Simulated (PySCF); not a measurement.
**Diatomic cations of Sn with the chalcogens**

CCSD(T) with double-zeta basis sets in PySCF, for the lowest determinant that a PBE0 search found; no spin–orbit coupling. De refers to high-spin ground-configuration atoms (the charge goes to the atom of lower measured ionisation energy or higher electron affinity, which is not always the lowest computed limit).

```csv
M,basis,"reference, frozen orbitals",charged atom,state (unpaired electrons),Re (Å),ωe (cm⁻¹),De (eV)
O,x2c-SVPall,"UHF, 19",Sn+,doublet (π ↑),2.016,626,2.67
S,def2-SVP,"UHF, 9",Sn+,doublet (π ↑),2.411,376,2.65
Se,aug-cc-pVDZ-PP,"UHF, 8",Sn+,doublet (π ↑),2.535,252,2.64
```

The shortest bond is that of SnO⁺ (2.016 Å), the longest that of SnSe⁺ (2.535 Å).

The rows differ in basis set, which adds steps of its own.

Down a group the atoms grow and get heavier, so bonds lengthen and wavenumbers fall; this series shows no clear exception.

Correlated steps freeze the inner cores (8 to 19 orbitals); shallow outer-core shells are correlated. Correlated levels converge slowly with the basis: in double zeta they bind strong bonds too weakly, by up to about 1 eV, and carry superposition errors of some tenths. Spin–orbit coupling is left out, which matters for elements this heavy, above all for dissociation energies. For an ion De counts to the pair picked by the measured ionisation energies or electron affinities, which need not be the lowest pair at this level. States were picked by a PBE0 search and need not be the measured ground states.
